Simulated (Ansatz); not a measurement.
One change: `[NH]=[Mo](=[NH])([F])[Cl]` becomes `[NH]=[Mo](=[NH])([NH2])[Cl]`.

Ansatz, PBE0-D4/def2-TZVP geometries, multiplicity 1. Each molecule was computed in one conformer, which needn't be the lowest.

Elements past krypton have def2 core potentials.

```json
{"property": "LUMO energy (PBE0/def2-TZVPP) / eV", "`[NH]=[Mo](=[NH])([F])[Cl]`": "-2.41"}
{"property": "HOMO energy (PBE0/def2-TZVPP) / eV", "`[NH]=[Mo](=[NH])([F])[Cl]`": "-8.41"}
{"property": "LUMO energy (B3LYP/def2-TZVPP) / eV", "`[NH]=[Mo](=[NH])([F])[Cl]`": "-2.63"}
{"property": "LUMO energy (PBE/def2-TZVPP) / eV", "`[NH]=[Mo](=[NH])([F])[Cl]`": "-3.14"}
{"property": "HOMO–LUMO gap (ωB97M-V/def2-TZVPP) / eV", "`[NH]=[Mo](=[NH])([F])[Cl]`": "10.29"}
{"property": "ideal-gas entropy at 298 K and 1 bar (rigid rotor, harmonic PBE0-D4/def2-TZVP) / J/(mol·K)", "`[NH]=[Mo](=[NH])([F])[Cl]`": "345"}
```

(1) Give the same properties after the change, and the shifts. (Estimate.)

Answers

(1) Ansatz gave: 
| property | `[NH]=[Mo](=[NH])([NH2])[Cl]` | shift |
| --- | --- | --- |
| LUMO energy (PBE0/def2-TZVPP) / eV | -1.62 | 0.79 |
| HOMO energy (PBE0/def2-TZVPP) / eV | -7.68 | 0.73 |
| LUMO energy (B3LYP/def2-TZVPP) / eV | -1.83 | 0.80 |
| LUMO energy (PBE/def2-TZVPP) / eV | -2.35 | 0.79 |
| HOMO–LUMO gap (ωB97M-V/def2-TZVPP) / eV | 10.30 | 0.01 |
| ideal-gas entropy at 298 K and 1 bar (rigid rotor, harmonic PBE0-D4/def2-TZVP) / J/(mol·K) | 356 | 11 |

With PBE0 the HOMO rises by 0.73 eV and the LUMO rises by 0.79 eV, so the gap widens by about 0.06 eV. PBE moves the HOMO by 0.66 eV and ωB97M-V by 0.74 eV. The zero-point energy changes by 61.5 kJ/mol with +6 modes.

B3LYP here is the variant with VWN-RPA as its local correlation; programs differ in this.
